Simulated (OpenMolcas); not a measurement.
**K: CASPT2 settings compared**

```
Program             : OpenMolcas
Basis               : ANO-RCC-VDZ [5s4p]
Scalar Hamiltonian  : DKH3, point nucleus
Active space        : 1 electron in 8 orbitals (4s 4p 5s 5p)
State averaging     : 2S+1 = 2 even, 1 root; 2S+1 = 2 odd, 3 roots
Spin-orbit coupling : state interaction with AMFI integrals over the reference wave functions, term energies averaged over their components
```

Methods on the same reference wave functions:
A. CASSCF
B. SS-CASPT2, IPEA 0.35 Eh, sigma1 regulariser 0.05 Eh (closed shells correlated: 3s 3p)
C. SS-CASPT2, IPEA 0.35 Eh, real shift 0.05 Eh (closed shells correlated: 2s 2p 3s 3p)
D. XMS-CASPT2, IPEA 0.35 Eh, no level shift (closed shells correlated: 3s 3p)

Energies in cm⁻¹ above 4s ²S_1/2, the measured ground level; measured values from NIST Handbook of Basic Atomic Spectroscopic Data.

| Level | A | B | C | D | Measured |
| --- | --- | --- | --- | --- | --- |
| 4s ²S_1/2 | 0.0 | 0.0 | 0.0 | 0.0 | 0.0 |
| 4p ²P°_1/2 | 11538 | 11714 | 11718 | 11708 | 12985 |
| 4p ²P°_3/2 | 11576 | 11752 | 11756 | 11747 | 13043 |

Deviations, from unrounded energies. A percentage is the sum of absolute deviations over the sum of measured energies, with the sign that they share, or ± where signs differ.

```csv
Against measurement,Levels,A,B,C,D
mean absolute deviation (cm-1),2,1500,1300,1300,1300
other configurations (%),2,-11.2,-9.8,-9.8,-9.9
```

B, C, D lie about equally close to measurement and A furthest from it. The largest miss of C in the table is 4p ²P°_3/2, by -1300 cm-1. The ranking rests on the paired levels alone, and a cruder setting can come out closer through cancelling errors.

Among B to D the level of the table that moves most is 4p ²P°_1/2, by 9.4 cm-1 (lowest in D, highest in C).

The lowest spin-free term lies below A's lowest term by 0.034 hartree in B, 0.039 hartree in C, 0.034 hartree in D.

With one active electron outside closed inactive shells, the extra shells (5p 5s) add no correlation to the reference. ANO sets are built for ground and valence states and can reach diffuse excited orbitals poorly. With one active electron the reference holds no correlation, so core polarisation is missing (holds for A). With one active electron, CASPT2 adds the correlation within the correlated inactive shells and between them and that electron, and leaves the splitting within a term as the reference gives it (holds for B; C; D). Computed and measured levels are paired by configuration, term and J; levels that our copy of the source lacks, or whose pairing is in doubt (as where it misses far off the trend of its configuration), stay unpaired and out of the deviations. Levels of configurations outside the active space are missing.

° marks odd parity.
